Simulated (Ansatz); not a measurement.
Ir, sextet (another spin typed on purpose, not shown lowest) (core potentials on Ir); PBE/def2-SVP run with Ansatz (a program for electronic structure).

Here is a job for Ansatz.
Ansatz 0.2 input:
```yaml
crystal:
  periodic: [false, false, false]
  atoms:
    - {symbol: Ir, position_ang: [0.00000000, 0.00000000, 0.00000000]}
basis:
  gaussian:
    orbitals: def2-SVP
hamiltonian:
  xc: pbe
magnetization: {spin_polarized: true, initial_magnetization: 5}
```

The log (banner, timings and long lists left out):

```
Functional definition: PBE
294 factors; their error is unknown
mean field evaluation 1: about -2831.7165 eV, gradient 6.1e0 eV
mean field evaluation 2: about -2831.2160 eV, gradient 1.2e1 eV
mean field evaluation 4: about -2831.8614 eV, gradient 6.2e0 eV
mean field evaluation 8: about -2832.9280 eV, gradient 8.1e-1 eV
mean field evaluation 16: about -2832.9242 eV, gradient 1.5e-2 eV
mean field evaluation 32: about -2832.9280 eV, gradient 1.1e-5 eV
mean field evaluation 64: about -2832.9256 eV, gradient 1.8e-6 eV
mean field evaluation 96: about -2832.9190 eV, gradient 2.8e-6 eV
mean field evaluation 128: about -2832.9131 eV, gradient 2.5e0 eV
mean field evaluation 160: about -2832.9280 eV, gradient 3.9e-4 eV
mean field evaluation 192: about -2832.9280 eV, gradient 4.2e-5 eV
mean field evaluation 224: about -2832.9280 eV, gradient 1.7e-4 eV
mean field evaluation 256: about -2832.4492 eV, gradient 4.4e0 eV
mean field evaluation 288: about -2832.8855 eV, gradient 1.0e0 eV
mean field evaluation 320: about -2832.6631 eV, gradient 1.5e0 eV
mean field evaluation 352: about -2832.9256 eV, gradient 1.4e-4 eV
mean field evaluation 384: about -2832.9280 eV, gradient 2.3e-6 eV
mean field -2832.92797289 eV, -104.1081827761 hartree, gradient 2.3e-6 eV, S^2 8.750364; 16 other end points of the search recorded, 0 dependent functions left out
reference -2832.92799859 eV, -104.1081837205 hartree; 11, 6 occupied and 21, 26 virtual orbitals, 294 factors
Total energy: -2832.92799859 eV, -104.1081837205 hartree
```
